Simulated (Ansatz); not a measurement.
C₆H₁₁O₃ (SMILES CO[CH]C(C)OC(C)=O), doublet, at a GFN2-xTB geometry; CAM-B3LYP/def2-SVP (Ansatz, a first-principles code).

Input for Ansatz:
Ansatz 0.2 input:
```yaml
crystal:
  periodic: [false, false, false]
  atoms:
    - {symbol: C, position_ang: [-3.20383935, 0.98605539, 1.13980443]}
    - {symbol: O, position_ang: [-2.08068920, 0.16708962, 0.94715693]}
    - {symbol: C, position_ang: [-1.59411649, 0.10472269, -0.32481753]}
    - {symbol: C, position_ang: [-0.30965414, -0.59017706, -0.51748175]}
    - {symbol: C, position_ang: [-0.17951966, -1.20651606, -1.90600350]}
    - {symbol: O, position_ang: [0.77553047, 0.38391117, -0.33977043]}
    - {symbol: C, position_ang: [1.90906018, -0.04632216, 0.20807192]}
    - {symbol: C, position_ang: [2.90133935, 1.08519261, 0.33516714]}
    - {symbol: O, position_ang: [2.11798786, -1.18148283, 0.54726904]}
    - {symbol: H, position_ang: [-4.05823285, 0.62825410, 0.55457970]}
    - {symbol: H, position_ang: [-2.99213256, 2.02298982, 0.85692823]}
    - {symbol: H, position_ang: [-3.44547922, 0.93913629, 2.20016232]}
    - {symbol: H, position_ang: [-1.95606977, 0.81447292, -1.05131116]}
    - {symbol: H, position_ang: [-0.17519709, -1.35079682, 0.26041720]}
    - {symbol: H, position_ang: [-0.96891572, -1.93665837, -2.05785955]}
    - {symbol: H, position_ang: [0.78356999, -1.70192818, -1.99899476]}
    - {symbol: H, position_ang: [-0.25679782, -0.43217717, -2.66528802]}
    - {symbol: H, position_ang: [2.38820189, 2.00175577, 0.60965457]}
    - {symbol: H, position_ang: [3.38507604, 1.23353705, -0.62826675]}
    - {symbol: H, position_ang: [3.65372438, 0.82753810, 1.07428992]}
basis:
  gaussian:
    orbitals: def2-SVP
    fitting: {mean_field: def2-universal-JKFIT}
hamiltonian:
  xc: cam_b3lyp
magnetization: {spin_polarized: true, initial_magnetization: 1}
```

What the program printed (banner, timings and long lists left out):

```
Functional definition: CAM-B3LYP
879 factors; integrals over basis functions are off by at most 2.4e-1 eV
879 factors; integrals over basis functions are off by at most 3.6e-7 eV
mean field evaluation 1: about -12517.7496 eV, gradient 4.5e1 eV
mean field evaluation 2: about -12517.7144 eV, gradient 4.9e1 eV
mean field evaluation 4: about -12526.1127 eV, gradient 2.5e0 eV
mean field evaluation 8: about -12526.1418 eV, gradient 8.8e-2 eV
mean field evaluation 16: about -12526.1419 eV, gradient 2.4e-4 eV
mean field -12526.14187118 eV, -460.3272232421 hartree, gradient 6.4e-5 eV, S^2 0.753444; 0 other end points of the search recorded, 0 dependent functions left out
reference -12526.14202659 eV, -460.3272289531 hartree; 36, 35 occupied and 145, 146 virtual orbitals, 879 factors
Total energy: -12526.14202659 eV, -460.3272289531 hartree
```
